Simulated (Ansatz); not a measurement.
Reactions of CH$_{3}$AlBClO (`[AlH2][C]1(Cl)BO1`).

Isolated molecules relaxed with PBE0-D4/def2-TZVP in Ansatz; ΔE leaves out vibrations. CCSD(T)/CBS is the MP2 limit (def2-TZVPP, def2-QZVPP) plus CCSD(T) − MP2 in def2-TZVPP, frozen cores. This one scheme is used for every species, atoms too. No spin–orbit coupling; open shells (•) take unrestricted orbitals. Spin–orbit coupling would lower the free atoms: a little for Al, B, C, Cl, O. Bonds to Ge are less sure, by a few kJ/mol each and by 10 to 20 or more in all where they break to atoms, as the def2 sets lack core-valence functions. Scalar relativity is left out up to krypton. One conformer a species, not always the lowest.

**Question.** Order these by ΔE at CCSD(T)/CBS, lowest first. (An estimate is asked.)
A. `[AlH2][C]1(Cl)BO1` → Al• + B• + C• + Cl• + 3 H• + O•
B. `[AlH2][C]1(Cl)BO1` + `[SiH3]Cl` → `[AlH2][SiH3]` + `ClC1(Cl)BO1`
C. `[AlH2][C]1(Cl)BO1` + `ClCCl` → `[AlH2][CH2]Cl` + `ClC1(Cl)BO1`
D. `[AlH2][C]1(Cl)BO1` + `C[O][GeH2][Cl]` → `C[O][GeH2][AlH2]` + `ClC1(Cl)BO1`
E. `[AlH2][C]1(Cl)BO1` + HCl → `ClC1(Cl)BO1` + `[AlH3]`

**Answer.** C (+13.0 kJ/mol), E (+80.8 kJ/mol), D (+133.1 kJ/mol), B (+166.8 kJ/mol), A (+2705.1 kJ/mol).

Largest T1 diagnostic: 0.018, for Al•.
